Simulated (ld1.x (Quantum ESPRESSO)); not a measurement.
# What one change does to a pseudopotential (platinum (Pt), RRKJ)

platinum (Pt), norm-conserving RRKJ (Kleinman–Bylander form), made with ld1.x (Quantum ESPRESSO) 7.5 (LDA (PZ), fully relativistic). Core [Xe] 4f14, reference 5d9 6s0.75 6p0.25. Waves: 6s (bound): rc 2.35 bohr; 6p (bound): rc 3.85 bohr; 5d (bound): rc 1.30 bohr. Local part: all-electron potential smoothed inside 3.55 bohr (lloc = -2). Core correction: Bessel-smoothed model core, default radius (core density twice the valence density). rho0 = 0.005.

Open shells are filled in proportion to 2j + 1 (rel_dist='average').

Change: wave 6p (bound): rc 3.85 bohr becomes 6p (bound): rc 5.14 bohr.

Cutoffs: the cutoffs (Ry, on a coarse ladder) from which the occupation-weighted sum of valence levels, in a spherical-Bessel basis at the reference potential, stays within 10 and 1 mRy of its value at 400 Ry; they do not see the model core or the augmentation charge, which bear on the density cutoff. Errors are all-electron minus pseudo energies relative to the spin-unpolarised reference configuration.

Q: Predict the effect on cutoff, ghosts and configuration errors.

A: The potential gets neither clearly harder nor softer (100 Ry and 140 Ry → 100 Ry and 140 Ry); both files keep a bound ghost (s); of the 7 tests that both files solve, the error grows in 2 and shrinks in 2 by more than 15 % and 0.3 meV (median size 26.0 → 23.6 meV).

| quantity | base | changed |
| --- | --- | --- |
| cutoff, loose | 100 Ry | 100 Ry |
| cutoff, tight | 140 Ry | 140 Ry |
| bound ghosts | s | s |
| error for 5d9 6s1 6p0, meV [ΔE -1.25 eV] | -0.6 | -0.2 |
| error for 5d9 6s0 6p0, meV [ΔE 8.31 eV] | -11 | -13 |
| error for 5d8 6s0 6p0, meV [ΔE 28.59 eV] | -151 | -162 |
| error for 5d8 6s1 6p1, meV [ΔE 5.30 eV] | -155 | -125 |
| error for 5d8 6s1 6p0, meV [ΔE 10.20 eV] | -177 | -184 |
| error for 5d9 6s0.5 6p0, meV [ΔE 2.62 eV] | -2.5 | -3.2 |
| error for 5d9.5 6s0.5 6p0, meV [ΔE -1.34 eV] | -26 | -24 |

 A true bound ghost makes a file unfit for plane-wave use even where its test errors are small: the radial tests pick states by their node count and pass the ghost by.
